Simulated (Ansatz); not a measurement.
A calculation with Ansatz (development build ahead of 0.2.0).

```yaml
crystal:
  periodic: [false, false, false]
  atoms:
    - { symbol: C, position_ang: [1.0253, 0.0, 0.0] }
    - { symbol: C, position_ang: [0.0, 1.0253, 0.0] }
    - { symbol: C, position_ang: [-1.0253, 0.0, 0.0] }
    - { symbol: C, position_ang: [0.0, -1.0253, 0.0] }
    - { symbol: C, position_ang: [2.4553, 0.0, 0.0] }
    - { symbol: "N", position_ang: [3.6153, 0.0, 0.0] }
    - { symbol: C, position_ang: [0.0, 2.4553, 0.0] }
    - { symbol: "N", position_ang: [0.0, 3.6153, 0.0] }
    - { symbol: C, position_ang: [-2.4553, 0.0, 0.0] }
    - { symbol: "N", position_ang: [-3.6153, 0.0, 0.0] }
    - { symbol: C, position_ang: [0.0, -2.4553, 0.0] }
    - { symbol: "N", position_ang: [0.0, -3.6153, 0.0] }
basis:
  gaussian: { orbitals: def2-TZVP }
magnetization:
  initial_magnetization: 2
hamiltonian:
  xc: { name: wB97X }
```

The input is written out in the form of the current development build from the run's settings.

The run gave:

| Item | Value |
| --- | --- |
| Converged | yes |
| Total energy | -523.66676 hartree |
| Spin squared of the determinant | 2.000 |
| Stability test | minimum among restricted orbitals |

Caution: another spin multiplicity may lie lower.
